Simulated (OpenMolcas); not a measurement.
Tc5+ in a point-charge field

Tc5+ among 5 point charges of -1.5 e arranged as a trigonal bipyramid (D3h), 2.14 Å from the ion, with the axial distance 2.226 Å.

- Program: OpenMolcas
- Method: SS-CASPT2, IPEA 0.25 Eh, imaginary shift 0.1 Eh (closed shells correlated: 4s 4p)
- Basis: ANO-RCC-VDZP [6s5p3d1f]
- Scalar Hamiltonian: DKH2, point nucleus
- Active space: 2 electrons in 5 orbitals (4d)
- State averaging: 2S+1 = 3 even, 10 roots; 2S+1 = 1 even, 15 roots
- Spin-orbit coupling: state interaction with AMFI integrals over the reference wave functions

The lowest spin-free states (labels of D3, the rotations of D3h), above the lowest:

```tsv
State	Degeneracy	E (cm-1)	Free-ion L (%)
3A2	1	0	F (100)
3A1	1	30	F (100)
3A2	1	31	F (100)
3E	2	1090	F (99)
3E	2	4250	F (100)
1E	2	10560	D (98)
1A1	1	11560	D (91)
1E	2	11780	D (91)
3A2	1	12450	P (100)
3E	2	14340	P (99)
1A1	1	17210	G (100)
1A2	1	17220	G (100)
1E	2	18080	G (100)
1E	2	19340	G (91)
1E	2	20740	G (98)
1A1	1	21800	G (90)
1A1	1	43330	S (99)
```

The lowest levels with spin-orbit coupling:

```csv
E (cm-1),Degeneracy,Label,2S+1,g
0,2,E,3,0.00 0.00 2.11
110,1,A1,3,
770,2,E,3,0.00 0.00 3.01
1910,1,A2,3,
1910,1,A1,3,
2580,1,A2,3,
3220,2,E,3,0.00 0.00 5.69
3390,2,E,3,0.00 0.00 2.38
3740,2,E,3,0.00 0.00 9.99
4250,1,A1,3,
5830,2,E,3,0.00 0.00 0.64
6890,2,E,3,0.00 0.00 4.21
7550,1,A1,3,
7550,1,A2,3,
12240,2,E,1 (78 %),0.00 0.00 2.30
12750,1,A1,1 (63 %),
13320,2,E,1 (82 %),0.00 0.00 4.31
14260,1,A1,3 (84 %),
14630,2,E,3,0.00 0.00 3.42
15830,1,A2,3,
```

Powder χT (cm3 K/mol): 0.14 at 2 K, 0.143 at 10 K, 0.155 at 50 K, 0.164 at 100 K, 0.19 at 200 K, 0.224 at 300 K. The effective moment at 300 K is 2.828 √(χT) = 1.34 μB.

The lowest level has 2S+1 = 3, for which the spin-only value is χT = S(S+1) / 2 = 1.000 cm3 K/mol (g = 2). The computed 0.224 at 300 K differs by -0.776, through orbital momentum, spin-orbit coupling and any other state in reach.

Roots that are degenerate in the reference are averaged as groups; the widest CASPT2 spread within a group is 110 cm-1 (the 2-fold group of multiplicity 3 near 4250 cm-1 above the lowest state of its run). Shifts and gaps below about the spread of the groups concerned are not significant. Spin-orbit coupling mixes the spin-free states strongly: the lowest level takes only 47 % from its leading state, 3A1, which lies 30 cm-1 above the lowest spin-free state. The ground term spreads over less than 5000 cm-1, several times less than with real ligands, so orbital moments are less quenched and χT lies further from the spin-only value than at real sites. Free-ion shares, where given, are those of the reference states; single-state CASPT2 does not remix them. This is an electrostatic model: the charges have no orbitals. No measured value stands beside these numbers.

With an even number of electrons the g values are those of a degenerate or nearly degenerate non-Kramers pair.
